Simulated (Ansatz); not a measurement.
Molecule: sum formula SiN$_{3}$H$_{6}$, net charge 0, doublet state. It need not be the lowest isomer of its formula. SMILES: [NH][SiH](N)N
Structure (B3LYP-D3(BJ)/def2-TZVP (Ansatz, an electronic-structure program) minimum search):
```
Si
N 1 1.7181
H 2 1.0083 1 120.27
H 2 1.0089 3 111.65 1 149.34
N 1 1.7193 2 107.17 3 -160.45
H 5 1.0082 1 120.16 2 -155.51
H 5 1.0092 6 110.93 1 147.61
N 1 1.7515 2 111.44 3 79.13
H 8 1.0235 1 114.09 2 83.05
H 1 1.4792 2 105.44 3 -35.76
```
Charge 0, spin multiplicity 2.

Computed values are from Ansatz. Cores are frozen in the correlated levels unless marked. UHF or UKS for open shells. Spin-orbit coupling is left out. Non-relativistic. CBS marks a two-point X^-3 extrapolation of the correlation energy; Hartree-Fock from the larger set.

atomisation energy De: 3338.1 kJ/mol at CCSD(T)/CBS(aug-cc-pV(T+d)Z,aug-cc-pV(Q+d)Z)
total energy: -456.8001 Eh at CCSD(T)/CBS(aug-cc-pV(T+d)Z,aug-cc-pV(Q+d)Z)
dipole moment: 1.90 D at CCSD(T)/aug-cc-pV(D+d)Z
T1 diagnostic: 0.014 at CCSD/aug-cc-pV(Q+d)Z
